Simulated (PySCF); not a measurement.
Cobalt: a sound run and one with changed settings

Sound run: Co⁺ [Ar] 3d8, Co²⁺ [Ar] 3d7. All numbers are calculated (PySCF 2.14, the non-relativistic Hamiltonian (point nucleus), in def2-SVP). The sound run starts from symmetry-adapted Hartree-Fock orbitals and uses a fine grid where one is needed.

A second run was set up differently.

```
species  method  sound run (hartree)  changed run (hartree)  converged
    Co⁺     UHF          -1380.91051            -1380.91051        yes
    Co⁺    TPSS          -1382.26820            -1382.31539        yes
    Co⁺    PBE0          -1382.00644            -1382.02904        yes
   Co²⁺     UHF          -1380.40181            -1380.40181        yes
   Co²⁺    TPSS          -1381.65650            -1381.69170        yes
   Co²⁺    PBE0          -1381.39806            -1381.41452        yes
```

Ionisation energy of Co⁺:

```tsv
method	sound run (eV)	changed run (eV)
UHF	13.842	13.842
TPSS	16.645	16.972
PBE0	16.555	16.722
```

Task: What was changed?
A. basis contracted for another Hamiltonian
B. angular grid far too coarse
C. a valence shell is frozen
D. too few SCF iterations

Result: B. It used 26 angular points. A coarse angular grid integrates products of high-l functions wrongly, so density functionals can shift, and the SCF can exploit the error; Hartree-Fock and MP2 need no grid.
